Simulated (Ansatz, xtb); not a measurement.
Two isomers of C5H9NO2

We compare X, `[H]/N=C(/O)CCOC=C`, a singlet, with Y, `C=COC/C=C(\N)O`, a singlet. Both are isolated molecules in the gas phase, relaxed with B3LYP-D3(BJ)/def2-SVP; each stands in its lowest conformer found.

Problem. Which of the two would you expect CCSD(T)/def2-SVP + ΔMP2/def2-TZVPP electronic energies to favour?

Solution. Structure X; the calculation gives E(Y) − E(X) = +0.505 eV.

The same difference at several levels:

```tsv
level	geometry	E(Y) − E(X) (eV)	departure from the last row (eV)	job, with rough time for the two
GFN2-xTB	GFN2-xTB	+0.375	−0.130	optimisation, 0.42 s
HF/STO-3G	GFN2-xTB	+0.620	+0.116	single point, 0.98 s
r2SCAN-D4/def2-SVP	GFN2-xTB	+0.401	−0.104	single point, 6.2 s
B3LYP-D3(BJ)/def2-SVP	B3LYP-D3(BJ)/def2-SVP	+0.435	−0.070	optimisation, 2.4 min
HF/def2-SVP	B3LYP-D3(BJ)/def2-SVP	+0.527	+0.022	part of the CCSD(T) run
MP2/def2-SVP	B3LYP-D3(BJ)/def2-SVP	+0.544	+0.040	part of the CCSD(T) run
CCSD(T)/def2-SVP	B3LYP-D3(BJ)/def2-SVP	+0.588	+0.083	single point
CCSD(T)/def2-SVP + ΔMP2/def2-TZVPP	B3LYP-D3(BJ)/def2-SVP	+0.505		single point, 3.8 min
```

As drawn, Y has 1 C=C, 1 C–N, 1 N–H in place of 1 C=N, 1 C–C, 1 C–H.

None of the levels shown reverses the order. The largest departure from CCSD(T)/def2-SVP + ΔMP2/def2-TZVPP is that of GFN2-xTB, 0.130 eV. The last row adds to CCSD(T) the change of the MP2 difference between the two basis sets, here −0.083 eV.

With thermal terms from frequencies at re-optimised GFN2-xTB minima (ideal gas, soft modes damped towards free rotors, one conformer each, 298.15 K, 1 atm): the zero-point term adds −0.029 eV; ΔH is +0.485 and ΔG +0.475 eV.

The correlated steps freeze 8 core orbitals. Codes used: Ansatz 0.2.0, xtb 6.7.1; the last row on 2 threads of Intel(R) Xeon(R) Processor @ 2.70GHz on a shared host.
